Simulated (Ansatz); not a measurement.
Ansatz (a first-principles code) input (B3LYP-D3(BJ)/def2-TZVP):

Ansatz 0.2 input:
```yaml
crystal:
  periodic: [false, false, false]
  atoms:
    - {symbol: Mn, position_ang: [-0.71704906, -0.54600518, -0.57690393]}
    - {symbol: Br, position_ang: [0.68717318, 0.56266396, 0.62452192]}
basis:
  gaussian:
    orbitals: def2-TZVP
hamiltonian:
  xc: b3lyp
  dispersion: d3bj
magnetization: {spin_polarized: true, initial_magnetization: 6}
relax: {f_tol: 0.002, max_steps: 150}
```

Output:

```
Functional definition: B3LYP
integrals: 0.04 GiB planned
785 factors; integrals over basis functions are off by at most 4.0e-4 eV
mean field: 0.59 GiB planned
mean field evaluation 1: about -101355.7052 eV, gradient 6.5e1 eV
mean field evaluation 2: about -101173.9588 eV, gradient 2.1e2 eV
mean field evaluation 4: about -101368.6321 eV, gradient 7.6e0 eV
mean field evaluation 8: about -101368.9381 eV, gradient 2.5e-1 eV
mean field evaluation 16: about -101368.9386 eV, gradient 8.6e-5 eV
mean field -101368.93860484 eV, -3725.2397833936 hartree, gradient 1.3e-5 eV, S^2 12.004384; 0 other end points of the search recorded, 0 dependent functions left out
the calculation of the forces begins
reference -101368.93878691 eV, -3725.2397900844 hartree; 33, 27 occupied and 60, 66 virtual orbitals, 785 factors
relax step   1: F+E_penalty+E_count = -101369.01468373 eV  Δ(F+E_penalty+E_count) = +0.000e0 eV  max|allowed force component| = 2.503e0 eV/Å  Δτ_max = 0.0000 Å  (31 SCF iters, accepted)
these checks for a lower state are left out or cut short: starts, cluster_reference, orbital_swaps, neighbouring_geometries, increment
integrals: 0.04 GiB planned
785 factors; integrals over basis functions are off by at most 5.1e-4 eV
mean field: 0.59 GiB planned
mean field -101369.33663433 eV, -3725.2544107075 hartree, gradient 1.6e-5 eV, S^2 12.003757; 0 other end points of the search recorded, 0 dependent functions left out
the calculation of the forces begins
reference -101369.33682163 eV, -3725.2544175905 hartree; 33, 27 occupied and 60, 66 virtual orbitals, 785 factors
relax step   2: F+E_penalty+E_count = -101369.41300549 eV  Δ(F+E_penalty+E_count) = -3.983e-1 eV  max|allowed force component| = 3.453e-1 eV/Å  Δτ_max = 0.1008 Å  (32 SCF iters, accepted)
these checks for a lower state are left out or cut short: starts, cluster_reference, orbital_swaps, neighbouring_geometries, increment
integrals: 0.04 GiB planned
785 factors; integrals over basis functions are off by at most 5.7e-4 eV
mean field: 0.59 GiB planned
mean field evaluation 32: about -101369.3497 eV, gradient 9.5e-4 eV
mean field -101369.34972585 eV, -3725.2548918118 hartree, gradient 1.7e-5 eV, S^2 12.003656; 0 other end points of the search recorded, 0 dependent functions left out
the calculation of the forces begins
reference -101369.34991406 eV, -3725.2548987285 hartree; 33, 27 occupied and 60, 66 virtual orbitals, 785 factors
relax step   3: F+E_penalty+E_count = -101369.42641334 eV  Δ(F+E_penalty+E_count) = -1.341e-2 eV  max|allowed force component| = 5.642e-2 eV/Å  Δτ_max = 0.0222 Å  (32 SCF iters, accepted)
these checks for a lower state are left out or cut short: starts, cluster_reference, orbital_swaps, neighbouring_geometries, increment
integrals: 0.04 GiB planned
785 factors; integrals over basis functions are off by at most 5.8e-4 eV
mean field: 0.59 GiB planned
mean field -101369.35004393 eV, -3725.2549035010 hartree, gradient 1.8e-5 eV, S^2 12.003635; 0 other end points of the search recorded, 0 dependent functions left out
the calculation of the forces begins
reference -101369.35023232 eV, -3725.2549104244 hartree; 33, 27 occupied and 60, 66 virtual orbitals, 785 factors
relax step   4: F+E_penalty+E_count = -101369.42682936 eV  Δ(F+E_penalty+E_count) = -4.160e-4 eV  max|allowed force component| = 2.275e-3 eV/Å  Δτ_max = 0.0050 Å  (26 SCF iters, accepted)
these checks for a lower state are left out or cut short: starts, cluster_reference, orbital_swaps, neighbouring_geometries, increment
integrals: 0.04 GiB planned
785 factors; integrals over basis functions are off by at most 5.8e-4 eV
mean field: 0.59 GiB planned
mean field -101369.35004872 eV, -3725.2549036771 hartree, gradient 3.0e-5 eV, S^2 12.003636; 0 other end points of the search recorded, 0 dependent functions left out
the calculation of the forces begins
reference -101369.35023711 eV, -3725.2549106002 hartree; 33, 27 occupied and 60, 66 virtual orbitals, 785 factors
relax step   5: F+E_penalty+E_count = -101369.42683006 eV  Δ(F+E_penalty+E_count) = -6.960e-7 eV  max|allowed force component| = 5.763e-6 eV/Å  Δτ_max = 0.0002 Å  (20 SCF iters, accepted)
integrals: 0.04 GiB planned
785 factors; integrals over basis functions are off by at most 5.8e-4 eV
mean field: 0.59 GiB planned
mean field evaluation 64: about -101369.3500 eV, gradient 1.0e-4 eV
mean field -101369.35004872 eV, -3725.2549036771 hartree, gradient 3.0e-5 eV, S^2 12.003636; 1 other end points of the search recorded, 0 dependent functions left out
the calculation of the forces begins
reference -101369.35023711 eV, -3725.2549106002 hartree; 33, 27 occupied and 60, 66 virtual orbitals, 785 factors
Total energy: -101369.42701844 eV, -3725.2577322624 hartree
Atom 0 at    -0.800351    -0.611774    -0.648175 Å, force    -0.000006    -0.000005    -0.000005 eV/Å
Atom 1 at     0.770475     0.628433     0.695793 Å, force     0.000006     0.000005     0.000005 eV/Å
Dipole moment:    -0.448438    -0.354053    -0.383675 e Å
```

The spin state was set by rule; other spins were not relaxed.
